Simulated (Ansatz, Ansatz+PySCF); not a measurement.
```xyz
5

C     0.5028   -0.0104   -0.0475
H     1.0938    0.6769    0.6109
H     1.1138   -0.6084   -0.6133
F    -0.3106    0.8060   -0.7436
F    -0.2633   -0.8180    0.7834
```

Basis set: def2-SVP (spherical functions). Frozen core: 3 orbitals. Charge 0, multiplicity 1.

Computed with Ansatz (development build ahead of 0.2.0); each method stands on the lowest determinant of its kind that the runs found. Restricted open shells among the atoms or ions are ROHF, correlated in semicanonical orbitals with singles. Restricted functionals stand beside restricted open-shell atoms, which can lie above the unrestricted atoms usual in DFT and then raise those values.

The atomization energy at this shape (free ground-state atoms in the same class of orbitals less the molecule, no zero-point energy) of singlet CH2F2:

```csv
method,atomization energy
ωB97X (unrestricted),18.91 eV
ωB97X (restricted),19.07 eV
r²SCAN (restricted),19.13 eV
r²SCAN (unrestricted),18.93 eV
PBE0 (unrestricted),18.90 eV
PBE0 (restricted),19.03 eV
PBE (unrestricted),19.60 eV
RHF-CCSD(T),17.80 eV
RHF-MP2,18.26 eV
RHF,13.66 eV
UHF,13.35 eV
```

(1) What does PBE (restricted) give?

Results:

(1) 19.69 eV. Caution: the shape is not the minimum.
